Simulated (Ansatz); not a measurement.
Task: Name a neutral molecule of N, O, Ti and H with HOMO–LUMO gap (B3LYP/def2-TZVPP) between 5.35 and 5.65 eV and size of the dipole moment (B3LYP/def2-TZVPP) between 0.60 and 0.90 D (Ansatz, PBE0-D4/def2-TZVP geometry).

Result: `[NH2][Ti]([NH2])([OH])[OH]` (5.57 eV, 0.81 D). Other molecules can fit too; these were computed, each in one conformer that needn't be the lowest.

B3LYP here is the variant with VWN-RPA as its local correlation; programs differ in this.
